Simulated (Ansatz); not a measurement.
An input meant for Ge(OH)2H2 (GeO₂H₄) (charge 0, singlet).

```yaml
crystal:
  periodic: [false, false, false]
  atoms:
    - {symbol: Ge, position_ang: [-0.261538, 0.284502, -0.232093]}
    - {symbol: O, position_ang: [-0.481865, 0.482357, 1.299592]}
    - {symbol: H, position_ang: [-0.764383, -0.339462, 1.752320]}
    - {symbol: O, position_ang: [1.270091, 0.042254, -0.911259]}
    - {symbol: H, position_ang: [1.739063, -0.881926, -0.325169]}
    - {symbol: H, position_ang: [-0.644474, 1.263613, -1.215271]}
    - {symbol: H, position_ang: [-1.133977, -1.243545, -0.801731]}
basis:
  gaussian: {orbitals: 6-31G}
magnetization: {spin_polarized: true, initial_magnetization: 0}
hamiltonian: {xc: {name: CAM-B3LYP}, dispersion: d3bj}
accuracy: high
relax: {f_tol: 0.001, max_steps: 1}
```

```sh
$ ansatz run in.yaml --threads 4 --pin off --events-out ev --progress --plain --max-ram 3916MiB
```

(1) Predict how Ansatz answers.

## Answers

(1) The SCF steps converged, but the relaxation ran out of steps. The relaxation is allowed too few steps for its threshold.
```
Functional definition: CAM-B3LYP
1158 factors; integrals over basis functions are off by at most 3.0e-9 eV
300 factors; integrals over basis functions are off by at most 7.8e-10 eV
mean field evaluation 1: about -60658.7390 eV, gradient 4.6e1 eV
mean field evaluation 2: about -60651.6108 eV, gradient 6.4e1 eV
mean field evaluation 4: about -60666.1171 eV, gradient 3.0e0 eV
mean field evaluation 8: about -60666.1888 eV, gradient 8.6e-2 eV
mean field evaluation 16: about -60666.1889 eV, gradient 5.9e-6 eV
mean field -60666.18886988 eV, -2229.4413199483 hartree, gradient 2.7e-8 eV, S^2 0.000000; 0 other end points of the search recorded, 0 dependent functions left out
reference -60666.18888850 eV, -2229.4413206327 hartree; 26, 26 occupied and 29, 29 virtual orbitals, 1158 factors
relax step   1: F+E_penalty+E_count = -60666.26714635 eV  Δ(F+E_penalty+E_count) = +0.000e0 eV  max|allowed force component| = 1.051e1 eV/Å  Δτ_max = 0.0000 Å  (35 SCF iters, accepted)
Error: geometry relaxation did not converge after 1 steps: max|allowed force component| = 1.05e1 eV/Å (threshold 1.0e-3). Raise `relax.max_steps` over both its present limit and 1, loosen `relax.f_tol`, or start from a geometry closer to equilibrium. Where this run's directory can be resumed (`checkpoint.write`), a resume goes on for up to `relax.max_steps` more
```
